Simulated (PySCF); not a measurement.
NbSFCl2, SMILES [S]=[Nb]([Cl])([Cl])[F], multiplicity 1.

Geometry: PBE-D3(BJ)/def2-SVP. The spin state was assumed, not searched. The structure was generated by enumeration; whether it is a known compound was not checked. The def2 effective core potentials stand for the cores of Nb; spin–orbit coupling is left out.

Method: ωB97X/def2-TZVP run with PySCF.

Computed frontier levels, gap, dipole moment and polarisability:
```
Property                                                                                                       Result
---------------------------------------------------------------------------------------------  ----------------------
highest occupied level                                                                                      -10.74 eV
lowest empty level                                                                                           -1.42 eV
orbital gap                                                                                                   9.32 eV
dipole moment                                                                                                  0.73 D
quadrupole, principal values (traceless, Buckingham form, about the centre of nuclear charge)   -1.79, 0.82, 0.97 D·Å
mean static polarisability                                                                      82.6 bohr³ (12.25 Å³)
polarisability, principal values                                                               63.6, 84.7, 99.7 bohr³
```
